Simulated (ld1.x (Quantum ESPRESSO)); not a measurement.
## nickel: one change to a TM semilocal potential, before and after

ld1.x (Quantum ESPRESSO) 7.5 input, shortened:

```
&input
   title='Ni', zed=28., rel=1, dft='PBESOL', iswitch=3,
   config='[Ar] 3d8.5 4s1.5 4p0'
 /
 &inputp
   pseudotype=1, tm=.true., lloc=0,
   nlcc=.false.
 /
3
3P  2  1   6.00   0.00  0.80  0.80  0.0
3D  3  2   8.50   0.00  0.85  0.85  0.0
3S  1  0   2.00   0.00  0.85  0.85  0.0
 &test
   configts(1)='3s2 3p6 3d8.5 4s1.5 4p0'
 /
```

Occupied shells without a wave of their own: 4s. They enter only through the test configuration that unscreens the potential.

Change: all radii scaled by about 1.08 (s 0.92, p 0.86, d 0.92 bohr).

Cutoffs: the cutoffs (Ry, on a coarse ladder) from which the occupation-weighted sum of valence levels, in a spherical-Bessel basis at the reference potential, stays within 10 and 1 mRy of its value at 400 Ry; they do not see the model core or the augmentation charge, which bear on the density cutoff. Errors are all-electron minus pseudo energies relative to the spin-unpolarised reference configuration.

**Question.** How do hardness, ghosts and transferability respond?

**Answer.** Of the 7 tests that both files solve, the error grows in 7 and shrinks in 0 by more than 15 % and 0.3 meV (median size 83.6 → 137.2 meV); neither file shows a bound ghost. More of the atom is replaced by a form fitted at one configuration, so other configurations suffer. A semilocal file is local in each channel, so a ghost entry of none says nothing of the separable form that plane-wave codes build from it.

| quantity | base | changed |
| --- | --- | --- |
| cutoff, loose | 300 Ry | 260 Ry |
| cutoff, tight | over 300 Ry | over 300 Ry |
| loose cutoff by channel (10 mRy a level) | p 120 Ry, d 230 Ry, s 180 Ry | p 80 Ry, d 200 Ry, s 160 Ry |
| bound ghosts | none | none |
| largest miss of a reference level, eV | 0.11 | 0.18 |
| error for 3s2 3p6 3d8 4s2 4p0, meV [ΔE 1.19 eV] | +64 | +104 |
| error for 3s2 3p6 3d8 4s1 4p0, meV [ΔE 10.52 eV] | -84 | -137 |
| error for 3s2 3p6 3d8 4s0 4p0, meV [ΔE 27.78 eV] | -317 | -519 |
| error for 3s2 3p6 3d9 4s1 4p0, meV [ΔE -0.42 eV] | -47 | -78 |
| error for 3s2 3p6 3d8 4s1 4p1, meV [ΔE 5.82 eV] | -59 | -99 |
| error for 3s1 3p6 3d8 4s2 4p0, meV [ΔE 120.31 eV] | +99 | +170 |
| error for 3s2 3p6 3d6 4s0 4p0, meV [ΔE 122.74 eV] | -657 | -1073 |

Base: The 4s level has no wave, so the channel is fitted at the deeper level alone: the likely source of the large errors. Changed file: The 4s level has no wave, so the channel is fitted at the deeper level alone: the likely source of the large errors.
